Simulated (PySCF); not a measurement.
Cartesian coordinates (Å):
SMILES: C=[SiH]C
```xyz
9

C      1.4621     0.1928    -0.9551
Si    -0.0546     0.5783    -0.2902
C     -1.0116    -0.5187     0.8754
H      1.9764    -0.7351    -0.7390
H      1.9801     0.8649    -1.6268
H     -0.7197     1.8562    -0.6146
H     -1.9859    -0.7780     0.4561
H     -0.4590    -1.4398     1.0632
H     -1.1877    -0.0204     1.8310
```
Charge 0, multiplicity 1.

Q: Estimate the LUMO, dipole moment, total energy, HOMO and HOMO–LUMO gap that PBE-D3(BJ)/def2-TZVP // B3LYP-D3(BJ)/def2-TZVP (PySCF) returns for this input.

A: 
| Property | Value |
|---|---|
| LUMO | -1.51 eV |
| dipole moment | 1.59 D |
| total energy | -369.0452 Ha |
| HOMO | -5.26 eV |
| HOMO–LUMO gap | 3.76 eV |
